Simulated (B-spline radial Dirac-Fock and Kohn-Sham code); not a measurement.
**The In-like isoelectronic sequence (49 electrons), Z = 60 to 74**

Method: relaxed Dirac-Fock hole states (ΔSCF) with Breit and QED corrections and a finite nucleus. Computed with a B-spline atomic structure program. Binding energies in eV, tabulated ground configurations. Electron correlation is not included.

| ion | configuration | 1s | 2p3/2 | 3s | 4d5/2 | outermost level | NIST ionisation energy |
| --- | --- | --- | --- | --- | --- | --- | --- |
| Nd¹¹⁺ | [Kr] 4d10 4f1 5s2 | 43776.0 | 6417.0 | 1788.6 | 314.4 | 190.8 (4f) | 195 ± 10 |
| Pm¹²⁺ | [Kr] 4d10 4f1 5s2 | 45425.6 | 6703.4 | 1898.6 | 352.5 | 222.9 (4f) | 229 ± 11 |
| Sm¹³⁺ | [Kr] 4d10 4f1 5s2 | 47111.8 | 6996.8 | 2012.6 | 392.4 | 252.2 (5s) | 257 ± 12 |
| Eu¹⁴⁺ | [Kr] 4d10 4f2 5s1 | 48825.6 | 7286.1 | 2116.7 | 425.7 | 277.4 (5s) | 281 ± 14 |
| Gd¹⁵⁺ | [Kr] 4d10 4f3 | 50576.3 | 7581.4 | 2224.1 | 460.0 | 311.8 (4f) | 319 ± 16 |
| Tb¹⁶⁺ | [Kr] 4d10 4f3 | 52374.2 | 7894.5 | 2348.3 | 504.4 | 350.2 (4f) | 358 ± 17 |
| Dy¹⁷⁺ | [Kr] 4d10 4f3 | 54209.6 | 8214.6 | 2476.5 | 550.5 | 390.4 (4f) | 399 ± 20 |
| Ho¹⁸⁺ | [Kr] 4d10 4f3 | ? | ? | ? | ? | ? | ? |
| Er¹⁹⁺ | [Kr] 4d10 4f3 | 57998.5 | 8876.2 | 2745.4 | 648.1 | 476.3 (4f) | 486 ± 25 |
| Tm²⁰⁺ | [Kr] 4d10 4f3 | 59952.9 | 9217.6 | 2886.0 | 699.6 | 521.9 (4f) | 530 ± 30 |
| Yb²¹⁺ | [Kr] 4d10 4f3 | 61947.0 | 9566.1 | 3030.9 | 752.9 | 569.3 (4f) | 580 ± 30 |
| Lu²²⁺ | [Kr] 4d10 4f3 | 63982.3 | 9921.7 | 3180.0 | 807.9 | 618.6 (4f) | 630 ± 30 |
| Hf²³⁺ | [Kr] 4d10 4f3 | 66059.7 | 10284.4 | 3333.4 | 864.6 | 669.5 (4f) | 690 ± 30 |
| Ta²⁴⁺ | [Kr] 4d10 4f3 | 68179.1 | 10654.2 | 3491.2 | 923.1 | 722.3 (4f) | 750 ± 40 |
| W²⁵⁺ | [Kr] 4d10 4f3 | 70341.3 | 11031.2 | 3653.4 | 983.4 | 776.8 (4f) | 784.4 ± 1.9 |

Question: Fill in the row of Ho¹⁸⁺.

Answer: 1s 56084.5, 2p3/2 8541.8, 3s 2608.9, 4d5/2 598.4, outermost 432.4 (4f), NIST 441 ± 22 eV.

NIST's values are for the lowest levels; a dash marks a value that is missing or belongs to another shell. Their kind here: semi-empirical, theoretical. Where a p, d or f shell is open in either ion the computed value averages over both j values and all terms, while the table refers to the lowest levels; that difference holds spin-orbit splitting (largest in heavy or highly charged ions), term energies where several electrons share open shells, and correlation, and it can reach 10 % or more.
